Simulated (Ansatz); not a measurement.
The lowest singlet and triplet of CH2O (SMILES [CH]O); geometries from B3LYP-D3(BJ)/def2-TZVP, each state relaxed from the structure named, with no frequency check.
Singlet (charge 0, multiplicity 1):
```json
[
 {"atom": "C", "x (Å)": "0.7252", "y (Å)": "0.1901", "z (Å)": "-0.0012"},
 {"atom": "O", "x (Å)": "-0.5735", "y (Å)": "0.0685", "z (Å)": "0.0017"},
 {"atom": "H", "x (Å)": "1.1585", "y (Å)": "-0.8427", "z (Å)": "-0.0057"},
 {"atom": "H", "x (Å)": "-0.9221", "y (Å)": "-0.8459", "z (Å)": "-0.0005"}
]
```
Triplet (charge 0, multiplicity 3):
| atom | x (Å) | y (Å) | z (Å) |
|---|---|---|---|
| C | 0.6701 | 0.0753 | -0.2974 |
| O | -0.5461 | 0.0664 | 0.2428 |
| H | 1.5150 | -0.4928 | 0.0966 |
| H | -1.1663 | -0.4905 | -0.2548 |

A positive gap puts the triplet lower; no zero-point energy. U- takes an unrestricted singlet (broken symmetry where lower, unprojected). The triplet is unrestricted in single-reference levels. Active spaces average the two states.

Frozen-core correlation.

Codes used: Ansatz (an electronic-structure program). 

Q: What gap E(singlet) − E(triplet), adiabatic does FIC-NEVPT4(SD) on SA-CASSCF(2,2)/cc-pVTZ give?

A: -20.7 kcal/mol

Q: Estimate the gap E(singlet) − E(triplet), adiabatic that U-SCS-MP2/cc-pVTZ (spin-contaminated) returns for this input.

A: -18.6 kcal/mol

Q: Predict the gap E(singlet) − E(triplet), adiabatic from FIC-MRCISD+Q on SA-CASSCF(2,2)/cc-pVQZ.

A: -21.3 kcal/mol
